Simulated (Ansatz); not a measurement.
Relaxation of CH4ClIn (7 atoms, charge 0, multiplicity 1), to a largest force component of 0.03 eV/Å in at most 50 steps.

These are results of Ansatz, RKS PBE0/def2-SVP, not measurements.

```xyz
7
Properties=species:S:1:pos:R:3:forces:R:3
In -1.073 -0.012 1.314 -0.25 -0.10 0.35
H 0.664 0.568 -1.120 -1.21 -0.83 1.87
C 0.333 -0.747 -0.001 -0.20 -0.22 0.39
H 1.041 0.786 -1.685 1.67 1.22 -2.64
Cl -2.221 2.030 1.573 0.00 -0.03 0.02
H -0.028 -1.616 -0.578 -0.05 -0.04 -0.02
H 1.283 -1.009 0.497 0.04 0.00 0.04
```

Task: Where does it end, and by what steps?

Result: The run converged. After 8 steps the energy has fallen by 0.441 eV; H4 moved furthest, 0.92 Å.

```tsv
step	energy less start (eV)	largest force component (eV/Å)	accepted
0	0.0000	2.644	yes
1	-0.2513	0.236	yes
2	-0.3120	0.459	yes
3	-0.3695	0.349	yes
4	-0.4155	0.321	yes
5	-0.4282	0.397	yes
6	-0.4393	0.172	yes
7	-0.4398	0.046	yes
8	-0.4408	0.008	yes
```

```xyz
7
Properties=species:S:1:pos:R:3
In -1.198 0.047 1.426
H 1.200 0.677 -1.826
C 0.199 -0.775 0.184
H 1.552 0.997 -2.426
Cl -2.577 1.806 2.127
H -0.245 -1.674 -0.283
H 1.068 -1.078 0.799
```

Whether the end is a true minimum wasn't checked by a vibrational analysis.

Time of the run: 20 s on 2 threads of Arm Neoverse V1, with other jobs on the host, peak memory 0.18 GiB.
